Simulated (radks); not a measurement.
The mean radii <r> (bohr) of the occupied orbitals of an atom or ion are listed with their occupations. All-electron calculation, scalar-relativistic Kohn-Sham, exchange-only LDA, spin-unpolarised, spherical densities, finite nucleus; Fermi nuclear charge, rms radius of each element as measured or else 0.836 A^(1/3) + 0.57 fm. Program: a radial shooting solver on a logarithmic mesh with Libxc functionals.

orbital  occ.      <r>
1s          2  0.02908
2s          2   0.1256
2p          6   0.1096
3s          2   0.3400
3p          6   0.3382
3d         10   0.3149
4s          2   0.8178
4p          6   0.8838
4d         10    1.073

Name the element and its charge.

Answer. Z = 50, tin, charge +4: Sn4+ in [Kr] 4d10. The 1s radius gives Z: for a bare nucleus <r> = (2 gamma + 1)/(2Z) with gamma = sqrt(1 - (Z/c)^2), 0.02862 bohr for Z = 50, and screening makes it slightly larger (0.02908 here). The occupations add up to 46, and the charge is Z minus that.
